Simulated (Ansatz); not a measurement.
All numbers were calculated with Ansatz.

A structure relaxed at PBE0-D4/def2-TZVP, charge 0, multiplicity 1:

Cartesian coordinates in Å:
```
C 0.3943 1.6405 0.5159
Si -0.0308 0.1169 -0.4988
C 1.4151 -1.0885 -0.5366
Al -2.0952 -0.9317 0.3140
Cl -3.3470 0.2501 1.5410
H -0.4411 2.3433 0.5358
H 1.2641 2.1532 0.0970
H 0.6247 1.3694 1.5490
H -0.3045 0.5475 -1.9076
H 1.6679 -1.4332 0.4690
H 2.3006 -0.6062 -0.9591
H 1.1866 -1.9659 -1.1457
H -2.6349 -2.3954 0.0260
```

(1) Give its formula and SMILES.

(2) Point group (tolerance 0.08 Å, 0.16 Å for H)?

(3) Summarise the bond lengths by kind.

## Answers

(1) C2H8AlClSi, `C[SiH](C)[AlH][Cl]`.

(2) C1.

(3) 2 × C–Si 1.879 to 1.883 Å; 6 × C–H 1.092 to 1.093 Å; 1 × Al–Si 2.454 Å; 1 × H–Si 1.498 Å; 1 × Al–Cl 2.114 Å; 1 × Al–H 1.586 Å.
